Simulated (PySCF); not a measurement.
# How methods differ on the excitation energy of Zn

Zn [Ar] 3d10 4s2 (1S) → Zn [Ar] 3d9 4s2 5s1 (3D), as a difference of total energies. Calculation: PySCF 2.14, in aug-cc-pVTZ-DK; scalar relativity by spin-free X2C-1e. Correlated levels: valence: [Ar] frozen. The calculations carry no spin-orbit coupling.

```csv
method,excitation energy (eV)
UHF,11.838
LDA,15.091
PBE,14.504
PBE0,14.043
r2SCAN,14.337
revPBE,14.411
M06,14.609
B2PLYP,14.275
MN15,15.210
MP2 (valence),14.739
SCS-MP2 (valence),14.379
```

Question: How much does correlation contribute at MP2 (valence)?

Answer: 14.739 − (11.838) = 2.901 eV, measured against UHF.

A first-order spin-orbit estimate (lowest level to lowest level, LS coupling) adds -0.137 eV.

The upper state lies above the first ionisation limit, where it may autoionise and the basis confines it. A Rydberg-like electron needs more diffuse functions than a valence basis has.

The promoted electron is Rydberg-like, and one or two diffuse shells describe it only roughly, which tends to raise the upper state.
